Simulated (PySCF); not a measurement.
ClH6NSSi2, SMILES N[SiH2]S[SiH2]Cl.

Geometry: B3LYP-D3(BJ)/def2-SVP. The structure was generated by enumeration, and PubChem lists no compound with its InChIKey, so it may never have been made. The values are those of a single conformer.

Two levels are set side by side: TDDFT-PBE/def2-SVPD (PySCF) and TDDFT-CAM-B3LYP/def2-SVPD (PySCF). Vertical, same geometry. The lowest singlet is HOMO→LUMO 94 % with PBE and HOMO→LUMO 68 %, HOMO→LUMO+1 13 % with the other functional; states are paired by order. Differences are taken from unrounded values.

```csv
quantity,TDDFT-CAM-B3LYP,TDDFT-PBE,TDDFT-PBE minus TDDFT-CAM-B3LYP
lowest singlet excitation (eV),6.10,5.28,-0.82
lowest triplet excitation (TDA) (eV),5.78,5.07,-0.71
```

A lower first singlet is the usual sign of a functional without exact exchange. Differences between two approximate levels are no errors against the true value.

Rough cost on one machine, each run with all the roots and properties that it gave: TDDFT-CAM-B3LYP against TDDFT-PBE about 9 times.
